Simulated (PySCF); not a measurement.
Computed IR spectrum (relative IR intensity) of a molecule C3H11NSi2. The structure is a stationary point at PBE-D3(BJ)/def2-SVP. The values are those of a single conformer. These are PBE-D3(BJ)/def2-SVP in PySCF values and carry that method's errors. Frequencies are harmonic and unscaled.

Lines under 2 % of the strongest are left out, and lines within 2 cm⁻¹ are merged.

| ν (cm⁻¹) | relative intensity |
|---|---|
| 531 | 2.7 |
| 641 | 24 |
| 662 | 9.6 |
| 668 | 20 |
| 688 | 13 |
| 758 | 2.0 |
| 787 | 16 |
| 878 | 37 |
| 890 | 38 |
| 908 | 11 |
| 915 | 16 |
| 926 | 37 |
| 939 | 100 |
| 984 | 14 |
| 1081 | 14 |
| 1203 | 16 |
| 1274 | 34 |
| 1356 | 3.8 |
| 1400 | 3.1 |
| 1441 | 7.4 |
| 1580 | 40 |
| 2135 | 40 |
| 2151 | 36 |
| 2158 | 29 |
| 2173 | 37 |
| 2183 | 41 |
| 2200 | 25 |
| 2927 | 16 |
| 2995 | 8.5 |
| 3060 | 2.9 |

Which molecule gave these data?
(A) CCN=C([SiH3])[SiH3]
(B) CC[SiH2]/N=C/[SiH3]
(C) C=C([SiH3])N(C)[SiH3]
(D) CNC1[SiH2]C[SiH2]1

C, C=C([SiH3])N(C)[SiH3]
